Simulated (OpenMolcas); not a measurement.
## Sr I: effect of correlating more closed shells

| Item | Value |
| --- | --- |
| Program | OpenMolcas |
| Basis | ANO-RCC-VQZP [8s7p4d2f1g] |
| Scalar Hamiltonian | DKH2, point nucleus |
| Active space | 2 electrons in 9 orbitals (4d 5s 5p) |
| State averaging | 2S+1 = 3 even, 18 roots (15 in the spin-orbit step); 2S+1 = 1 even, 12 roots; 2S+1 = 3 odd, 18 roots; 2S+1 = 1 odd, 15 roots |
| Spin-orbit coupling | RASSI with atomic mean-field integrals over the reference wave functions, term energies averaged over their components |

Methods on the same reference wave functions:
A. CASSCF
B. MS-CASPT2, IPEA 0.25 Eh, imaginary shift 0.1 Eh (closed shells correlated: none)
C. MS-CASPT2, IPEA 0.25 Eh, imaginary shift 0.1 Eh (closed shells correlated: 4s 4p)

Energies in cm-1 above 5s2 1S0, the measured ground level; measured values from NIST Handbook of Basic Atomic Spectroscopic Data.

```csv
Level,A,B,C,Measured
5s2 1S0,0.0,0.0,0.0,0.0
5s 5p 3P* 0,13153,12750,14030,14318
5s 5p 3P* 1,13247,12850,14120,14504
5s 5p 3P* 2,13440,13040,14310,14899
4d 5s 3D1,20472,20050,18760,18159
4d 5s 3D2,20537,20120,18830,18219
4d 5s 3D3,20647,20230,18930,18319
4d 5s 1D2,21542,20870,21000,20150
5s 5p 1P* 1,22226,21420,21320,21698
4d 5p 3F* 2,33356,32930,33360,33267
4d 5p 3F* 3,33558,33130,33560,33590
4d 5p 3F* 4,33805,33380,33810,33919
5p2 3P0,33933,33830,35190,35193
5p2 3P1,34084,33990,35360,35400
4d 5p 1D* 2,34240,33880,34080,33827
5p2 3P2,34332,34230,35600,35675
4d 5p 3D* 1,37537,37260,37200,36264
4d 5p 3D* 2,37642,37370,37300,36382
4d 5p 3D* 3,37801,37530,37470,36560
```

Deviations, from unrounded energies. A percentage is the sum of absolute deviations over the sum of measured energies, with the sign that they share, or ± where signs differ.

| Against measurement | Levels | A | B | C |
| --- | --- | --- | --- | --- |
| mean absolute deviation (cm-1) | 18 | 1200 | 1100 | 430 |
| other configurations (%) | 18 | ±4.3 | ±4.1 | ±1.6 |

C lies closest to measurement on these levels and A furthest from it. The largest miss of C in the table is 4d 5p 3D* 1, by +940 cm-1. The ranking rests on the paired levels alone, and a cruder setting can come out closer through cancelling errors.

Between B and C the level of the table that moves most is 5p2 3P1, by 1400 cm-1 (lowest in B, highest in C). Moves below CASPT2's spread within the term are not significant.

The lowest spin-free term lies below A's lowest term by 0.002 hartree in B, 0.224 hartree in C.

What an inner shell adds also hangs on whether the basis holds functions to correlate it.

CASPT2 does not keep the components of a term degenerate, so their means are used; among the terms shown or strongly mixed into the levels shown the widest spread is 150 cm-1 (4d 5p 3F*, C). Some high roots are left out of the spin-orbit mixing, which shifts the levels that they would mix with. A single d shell beside an s shell can misplace configurations of different d count against each other. Without dynamic correlation excited terms often stand tens of per cent too high (terms of higher spin than the ground term too low), and those without a measured partner can miss by more than the paired ones (holds for A). Computed and measured levels are paired by configuration, term and J; levels that our copy of the source lacks, or whose pairing is in doubt (as where it misses far off the trend of its configuration), stay unpaired and out of the deviations. Only configurations of the active space appear. Levels that lie high or do not pair safely by name in every column are left out.

* marks odd parity.
